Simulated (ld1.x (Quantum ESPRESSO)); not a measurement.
**Transferability test, ultrasoft potential for P**

- Element: phosphorus
- Generator: ld1.x (Quantum ESPRESSO) 7.5
- Type: ultrasoft
- Functional: PBEsol
- Relativity: scalar-relativistic
- Frozen core: [Ne]
- Valence charge: 5
- Reference configuration: 3s2 3p3
- Partial waves: 3s (bound): rcut 1.05, rcutus 1.40 bohr; 3s channel at -0.05 Ry: rcut 1.05, rcutus 1.40 bohr; 3p (bound): rcut 1.60, rcutus 1.70 bohr; 3p channel at 4.95 Ry: rcut 1.60, rcutus 1.70 bohr; 3d channel at 0.35 Ry: rcut 1.20, rcutus 1.45 bohr; 3d channel at 1.95 Ry: rcut 1.20, rcutus 1.45 bohr
- Local potential: all-electron potential smoothed inside 1.60 bohr (lloc = -1)
- Core correction: a·sin(br)/r model core inside 1.15 bohr
- Augmentation charge: built from norm-conserving waves at rcut, not smoothed further

Energies are relative to the spin-unpolarised reference configuration 3s2 3p3; without spin polarisation the order of configurations can differ from experiment. Not all tests gave a result: test run stopped at test 5 of 7 (negative rho).

```
valence configuration  charge  ΔE all-electron (eV)  error AE − PS (meV)
              3s2 3p1      +2                28.810                 -371
              3s2 3p0      +3                58.515                  +45
```

What are ΔE and the potential's error for 3s2 3p2?

ΔE = 9.698 eV all-electron; the error (AE − PS) is +11 meV.

What are ΔE and the potential's error for 3s2 3p2.5?

ΔE = 3.760 eV all-electron; the error (AE − PS) is +0.7 meV.

Levels in the configuration 3s2 3p0:

```json
{"level": "3s", "all-electron (eV)": "-45.553", "pseudo (eV)": "-45.533"}
```

A Bessel basis up to 400 Ry misses an occupied level by 0.32 Ry, so cutoffs and ghosts were not judged.
